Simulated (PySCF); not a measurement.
**Working out the ionisation energy of Be⁺**

Be⁺ [He] 2s1 (2S) → Be²⁺ 1s2 (1S). Calculation: PySCF 2.14, in aug-cc-pCVTZ (7s6p4d2f, 59 functions); the non-relativistic Hamiltonian (point nucleus). Frozen: nothing. Energies in hartree (1 hartree = 27.21139 eV):

```csv
part,Be⁺ (lower),Be²⁺ (upper)
UHF,-14.277301,-13.611162
CCSD correlation,-0.043169,-0.040791
(T),-0.000021,0.000000
```

What does Hartree-Fock give?

(-13.611162) − (-14.277301) = 0.666139 hartree = 18.127 eV.

What do CCSD and CCSD(T) give?

The CCSD correlation energies differ by 0.002378 hartree = 0.065 eV and the triples by 0.000021 hartree = 0.001 eV, so CCSD gives 18.192 eV and CCSD(T) 18.193 eV.

Measured between the centres of the two terms (NIST): 18.211 eV, so CCSD(T) (valence and next inner shell) is off by -0.018 eV.

What remains against the reference includes basis incompleteness and higher excitations.
